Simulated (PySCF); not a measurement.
Computed Raman spectrum (relative Raman activity) of a molecule CH₇FOSi₂. Geometry: PBE0-D3(BJ)/def2-SVP. One conformer was computed; it need not be the lowest. Calculation: PySCF 2.14.0 with PBE0-D3(BJ)/def2-SVP. Frequencies are harmonic and unscaled.

Lines under 2 % of the strongest are left out, and lines within 2 cm⁻¹ are merged.

ν (cm⁻¹): 451 (w), 523 (vw), 628 (w), 665 (w), 755 (w), 761 (w), 841 (vw), 855 (vw), 908 (vw), 929 (w), 942 (vw), 1369 (vw), 1451 (w), 2204 (s), 2224 (s), 2237 (vs), 2247 (m), 3038 (s), 3120 (m), 3876 (m) (against the strongest line: vs over 80 %, s over 45 %, m over 15 %, w over 4 %, vw less)

Identify the compound among the candidates.
A. F[SiH2]CO[SiH3]
B. O[SiH2][SiH2]CF
C. OC[SiH2][SiH2]F
D. C[SiH2][Si@H](O)F

C, OC[SiH2][SiH2]F
